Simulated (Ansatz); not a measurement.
```xyz
2

K     0.0000    0.0000    0.0000
F     0.0000    0.0000    6.5100
```

Basis set: def2-SVP (spherical functions). Charge 0, multiplicity 1.

Computed with Ansatz (development build ahead of 0.2.0); each method stands on the lowest determinant of its kind that the runs found.

Task: Give the atomization energy at this shape (free ground-state atoms in the same class of orbitals less the molecule, no zero-point energy) of singlet KF by PBE0 (unrestricted), UHF.

Result:

```tsv
method	atomization energy
PBE0 (unrestricted)	76.3 kJ/mol
UHF	0.0 kJ/mol
```

Caution: the shape is not the minimum. Caution for PBE0 (unrestricted): charge can spread falsely over distant fragments; the unrestricted determinant is spin contaminated. Caution for UHF: the unrestricted determinant is a mixture of spin states.
